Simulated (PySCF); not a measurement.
Compound: C₆H₅NO.
SMILES with atom numbers: `[N:1]#[C:2][CH2:3][C@H:4]1[CH:5]=[CH:6][C:7]1=[O:8]` (hydrogens: H9, H10 on C3; H11 on C4; H12 on C5; H13 on C6)

Geometry (GFN2-xTB, Å), atoms numbered from 1 in this order:
```xyz
13
C6H5NO angstrom
N      3.256   -0.548   -0.294
C      2.307   -0.013    0.050
C      1.087    0.637    0.457
C     -0.063    0.247   -0.476
C     -0.622   -1.153   -0.331
C     -1.846   -0.765    0.058
C     -1.481    0.665    0.009
O     -1.991    1.712    0.272
H      1.232    1.721    0.429
H      0.857    0.345    1.486
H      0.166    0.544   -1.502
H     -0.153   -2.108   -0.485
H     -2.752   -1.283    0.310
```

Theory: wB97X-D/def2-SVPD in PySCF (dipole) on a GFN2-xTB geometry, gas phase.

Take the most abundant isotopes and a rigid rotor. The values belong to one conformer with, in the numbering `[N:1]#[C:2][CH2:3][C@H:4]1[CH:5]=[CH:6][C:7]1=[O:8]`, C2–C3–C4–C5 74°.

Q: Give the principal moments of inertia and the rotational constants in GHz.

A: Ia = 96.41, Ib = 391.92, Ic = 467.66 u·Å²; 505379 MHz·u·Å²/I gives 5242, 1290 and 1081 MHz, that is A = 5.2418, B = 1.2895, C = 1.0807 GHz.

Q: Classify the top.

A: An asymmetric top: κ = (2 × 1290 − 5242 − 1081)/(5242 − 1081) = -0.90.

Q: What does the inertial defect say?

A: Not planar: Δ = Ic − Ia − Ib = -20.67 u·Å². For a rigid frame Δ = −2 Σ m c², so Σ m c² = 10.34 u·Å² lies off the ab plane: 4.83 from hydrogen and 5.51 from heavier atoms. The atom farthest from that plane is 1.53 Å away.

Q: Where do the levels up to J = 5 lie, in K?

A: Above 0(0,0), as E/k:
J = 1: 1(0,1) 0.114, 1(1,1) 0.303, 1(1,0) 0.313
J = 2: 2(0,2) 0.341, 2(1,2) 0.521, 2(1,1) 0.551, 2(2,1) 1.120, 2(2,0) 1.120
J = 3: 3(0,3) 0.681, 3(1,3) 0.847, 3(1,2) 0.907, 3(2,2) 1.461, 3(2,1) 1.463, 3(3,1) 2.435, 3(3,0) 2.435
J = 4: 4(0,4) 1.132, 4(1,4) 1.281, 4(1,3) 1.381, 4(2,3) 1.916, 4(2,2) 1.922, 4(3,2) 2.891, 4(3,1) 2.891, 4(4,1) 4.253, 4(4,0) 4.253
J = 5: 5(0,5) 1.693, 5(1,5) 1.823, 5(1,4) 1.973, 5(2,4) 2.484, 5(2,3) 2.497, 5(3,3) 3.461, 5(3,2) 3.461, 5(4,2) 4.822, 5(4,1) 4.822, 5(5,1) 6.574, 5(5,0) 6.574
The levels of one J sum to (2J + 1)J(J + 1)(A + B + C)/3.

Q: Predict some low-J microwave lines.

A: The dipole components are |μa| = 1.69 D, |μb| = 1.67 D, |μc| = 0.58 D. Intensities carry the squares of the components, which stand as 1.00 : 0.98 : 0.12 (a : b : c). Some lines, for components of 0.1 D or more:

| type | branch | J(Ka,Kc) | MHz | lower level (cm⁻¹) |
| --- | --- | --- | --- | --- |
| a | Q | 2(1,1) ← 2(1,2) | 627 | 0.362 |
| a | R | 1(0,1) ← 0(0,0) | 2370 | 0.000 |
| c | Q | 2(1,2) ← 2(0,2) | 3751 | 0.237 |
| c | Q | 1(1,1) ← 1(0,1) | 3952 | 0.079 |
| b | Q | 1(1,0) ← 1(0,1) | 4161 | 0.079 |
| b | Q | 2(1,1) ← 2(0,2) | 4378 | 0.237 |
| a | R | 2(1,2) ← 1(1,1) | 4531 | 0.211 |
| a | R | 2(0,2) ← 1(0,1) | 4732 | 0.079 |
| a | R | 2(1,1) ← 1(1,0) | 4949 | 0.218 |
| b | R | 1(1,1) ← 0(0,0) | 6322 | 0.000 |
| c | R | 1(1,0) ← 0(0,0) | 6531 | 0.000 |
| b | R | 2(1,2) ← 1(0,1) | 8484 | 0.079 |
| c | R | 2(1,1) ← 1(0,1) | 9110 | 0.079 |
| c | Q | 2(2,1) ← 2(1,1) | 11857 | 0.383 |
| b | Q | 2(2,0) ← 2(1,1) | 11865 | 0.383 |
| b | Q | 2(2,1) ← 2(1,2) | 12483 | 0.362 |
| b | R | 2(2,1) ← 1(1,0) | 16806 | 0.218 |
| c | R | 2(2,0) ← 1(1,0) | 16814 | 0.218 |
| c | R | 2(2,1) ← 1(1,1) | 17015 | 0.211 |
| b | R | 2(2,0) ← 1(1,1) | 17023 | 0.211 |

Q: Estimate the classical rotational partition function at 10 K, 25 K and 100 K.

A: Point group C1, symmetry number σ = 1; q = (√π/σ)·√((kT/h)³/(ABC)), k/h = 20836.6 MHz/K: 1970 at 10 K, 7800 at 25 K, 62400 at 100 K.

No frequency check. These are rigid-rotor constants of the computed structure; measured ground-state constants (B0) also hold zero-point vibration. Quadrupole hyperfine structure (14N) is left out.

Time: 38 s. Hardware: one thread of an Arm Neoverse V2, no GPU (shared host). This is the wB97X-D/def2-SVPD job that gave the dipole, with the excitations it also computed.
